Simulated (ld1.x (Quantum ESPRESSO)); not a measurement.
## Pseudopotential generation for Si: PAW, PBEsol, scalar-relativistic.

The input file (ld1.x (Quantum ESPRESSO) 7.5):

```
&input
   title='Si', zed=14., rel=1, dft='PBESOL', iswitch=3,
   config='[Ne] 3s2 3p1.5 3d-2',
   nld=3, rlderiv=2.40, eminld=-3.0, emaxld=5.0, deld=0.02
 /
 &inputp
   pseudotype=3, lpaw=.true., tm=.true., lloc=-1, rcloc=1.90,
   nlcc=.true., new_core_ps=.true., rcore=1.55,
   which_augfun='PSQ', rmatch_augfun_nc=.true.,
   file_pseudopw='Si.UPF', file_wfcaegen='ae.wfc', file_wfcncgen='nc.wfc', file_beta='beta', file_chi='chi', file_wfcusgen='us.wfc'
 /
6
3S  1  0   2.00   0.00  2.05  2.15  0.0
3S  1  0   0.00  -0.70  2.05  2.15  0.0
3P  2  1   1.50   0.00  1.85  2.20  0.0
3P  2  1   0.00   0.65  1.85  2.20  0.0
3D  3  2  -2.00   0.30  1.50  1.70  0.0
3D  3  2  -2.00   1.25  1.50  1.70  0.0
 &test
   configts(1)='3s2 3p1.5'
 /
```

Command:

```bash
ld1.x < Si.in > Si.out
```

The program printed (shortened: banner, matrices, multipoles, cross overlaps and the repeated all-electron block are left out):

```
Program LD1 v.7.5
     --------------------------- All-electron run ----------------------------

     Si
     scalar relativistic calculation

     atomic number is 14.00
     dft =PBESOL   lsd =0 sic =0 latt =0  beta=0.20 tr2=1.0E-14
     Exchange-correlation= PBESOL
                           (   1   4  10   8   0   0   0)
     mesh =1141 r(mesh) = 100.57892 a.u. xmin = -7.00 dx = 0.01250
     1 Ry =  13.60569312 eV, c = 137.03599908

     n l     nl                  e(Ry)          e(Ha)          e(eV)
     1 0     1S 1( 2.00)      -131.3292       -65.6646     -1786.8247
     2 0     2S 1( 2.00)       -10.5510        -5.2755      -143.5543
     2 1     2P 1( 6.00)        -7.3394        -3.6697       -99.8570
     3 0     3S 1( 2.00)        -1.0790        -0.5395       -14.6810
     3 1     3P 1( 1.50)        -0.5622        -0.2811        -7.6490

     final scf error:  3.1E-15 reached in  28 iterations

     Etot =    -578.384058 Ry,    -289.192029 Ha,   -7869.315998 eV

     Ekin =     579.701017 Ry,     289.850508 Ha,    7887.234137 eV
     Encl =   -1377.861728 Ry,    -688.930864 Ha,  -18746.763844 eV
     Eh   =     259.744851 Ry,     129.872425 Ha,    3534.008733 eV
     Exc  =     -39.968197 Ry,     -19.984099 Ha,    -543.795024 eV

     normalization and overlap integrals

     s(1S/1S) =  1.000000  <r> =   0.1114  <r2> =    0.0167  r(max) =   0.0723
     s(2S/2S) =  1.000000  <r> =   0.5687  <r2> =    0.3867  r(max) =   0.4543
     s(2P/2P) =  1.000000  <r> =   0.5379  <r2> =    0.3653  r(max) =   0.3861
     s(3S/3S) =  1.000000  <r> =   2.1131  <r2> =    5.1744  r(max) =   1.7744
     s(3P/3P) =  1.000000  <r> =   2.6005  <r2> =    8.0024  r(max) =   2.0874

     ------------------------ End of All-electron run ------------------------

     --------------------- Generating PAW atomic setup --------------------

      Generating local potential from pseudized AE potential:
      Matching radius rcloc =   1.9000

      Local pseudo, rcloc= 1.889 Estimated cut-off energy=     6.61 Ry

      Computing core charge for nlcc:

       r > 1.57 : true rho core
      Core charge pseudized with two Bessel functions
      Integrated core pseudo-charge :   1.27
      Wfc-us  3S rcutus= 2.140  Estimated cut-off energy=    10.28 Ry
      Wfc-us  3S rcutus= 2.140  Estimated cut-off energy=    11.14 Ry
      Wfc-us  3P rcutus= 2.194  Estimated cut-off energy=    15.66 Ry
      Wfc-us  3P rcutus= 2.194  Estimated cut-off energy=    18.94 Ry
      Wfc-us  3D rcutus= 1.709  Estimated cut-off energy=    36.66 Ry
      Wfc-us  3D rcutus= 1.709  Estimated cut-off energy=    38.21 Ry

     Required augmentation: PSQ   radius:    2.200000

     Q pseudized with Bessel functions
     Expected ecutrho=     180.5872 due to l1=  2   l2=  2

     Estimated PAW energy =  -45.006078 Ryd

     ------------------- End of pseudopotential generation -------------------

     Computing logarithmic derivative in   2.41021
     Computing logarithmic derivative in   2.41021
     Computing the partial wave expansion
     R is outside the sphere for l=    0 j= 0.00
     R is outside the sphere for l=    0 j= 0.00
     R is outside the sphere for l=    1 j= 0.00
     R is outside the sphere for l=    1 j= 0.00
     R is outside the sphere for l=    2 j= 0.00
     R is outside the sphere for l=    2 j= 0.00

     ---------------------- Testing the pseudopotential ----------------------

     Si
     scalar relativistic calculation

     atomic number is 14.00   valence charge is  4.00
     dft = SLA  PW   PSX  PSC   lsd =0 sic =0 latt =0  beta=0.20 tr2=1.0E-14
     mesh =1141 r(mesh) = 100.57892 xmin = -7.00 dx = 0.01250

     n l     nl             e AE (Ry)        e PS (Ry)    De AE-PS (Ry)
     1 0     3S   1( 2.00)       -1.07904       -1.07904        0.00000
     2 1     3P   1( 1.50)       -0.56219       -0.56219        0.00000

     eps = 5.0E-16  iter =  3

     Etot =    -578.384058 Ry,    -289.192029 Ha,   -7869.315998 eV
     Etotps =   -45.006083 Ry,     -22.503042 Ha,    -612.338959 eV

     Ekin =      10.098266 Ry,       5.049133 Ha,     137.393903 eV
     Encl =     -19.921308 Ry,      -9.960654 Ha,    -271.043198 eV
     Ehrt =       4.785154 Ry,       2.392577 Ha,      65.105342 eV
     Ecxc =     -39.968196 Ry,     -19.984098 Ha,    -543.795006 eV
     (Ecc =      -1.173470 Ry,      -0.586735 Ha,     -15.965877 eV)

     ---------------------- End of pseudopotential test ----------------------
```

Generation and configuration tests took about 1 s on one core of a shared server CPU.

Transferability test of the new file with ld1.x, input:

```
&input
   title='Si', zed=14., rel=1, dft='PBESOL', iswitch=2,
   config='[Ne] 3s2 3p1.5 3d-2'
 /
 &test
   file_pseudo='Si.UPF', nconf=8,
   configts(1)='3s2 3p1.5',
   configts(2)='3s2 3p2',
   configts(3)='3s2 3p1',
   configts(4)='3s2 3p0',
   configts(5)='3s1 3p3',
   configts(6)='3s1 3p2',
   configts(7)='3s0 3p4',
   configts(8)='3s2 3p2.3'
 /
```

```bash
ld1.x < Si.test.in > Si.test.out
```

Pseudopotential blocks of its output, shortened (energy terms left out):

```
     ---------------------- Testing the pseudopotential ----------------------

     n l     nl             e AE (Ry)        e PS (Ry)    De AE-PS (Ry)
     1 0     3S   1( 2.00)       -1.07904       -1.07904        0.00000
     2 1     3P   1( 1.50)       -0.56219       -0.56219        0.00000

     eps = 2.2E-15  iter =  3

     Etot =    -578.384058 Ry,    -289.192029 Ha,   -7869.315998 eV
     Etotps =   -45.006083 Ry,     -22.503042 Ha,    -612.338959 eV

     ---------------------- End of pseudopotential test ----------------------

          ---------------------- Testing the pseudopotential ----------------------

     n l     nl             e AE (Ry)        e PS (Ry)    De AE-PS (Ry)
     1 0     3S   1( 2.00)       -0.79147       -0.79143       -0.00004
     2 1     3P   1( 2.00)       -0.29819       -0.29818       -0.00001

     eps = 7.7E-15  iter = 10

     Etot =    -578.597829 Ry,    -289.298915 Ha,   -7872.224505 eV
     Etotps =   -45.219861 Ry,     -22.609930 Ha,    -615.247546 eV
     dEtot_ae =      -0.213771 Ry
     dEtot_ps =      -0.213777 Ry,   Delta E=       0.000006 Ry

     ---------------------- End of pseudopotential test ----------------------

          ---------------------- Testing the pseudopotential ----------------------

     n l     nl             e AE (Ry)        e PS (Ry)    De AE-PS (Ry)
     1 0     3S   1( 2.00)       -1.39551       -1.39568        0.00018
     2 1     3P   1( 1.00)       -0.85454       -0.85466        0.00012

     eps = 9.4E-15  iter = 10

     Etot =    -578.030952 Ry,    -289.015476 Ha,   -7864.511746 eV
     Etotps =   -44.652937 Ry,     -22.326469 Ha,    -607.534159 eV
     dEtot_ae =       0.353106 Ry
     dEtot_ps =       0.353146 Ry,   Delta E=      -0.000040 Ry

     ---------------------- End of pseudopotential test ----------------------
```

The test run then stopped with an error in new_paw_hamiltonian: “negative rho”.
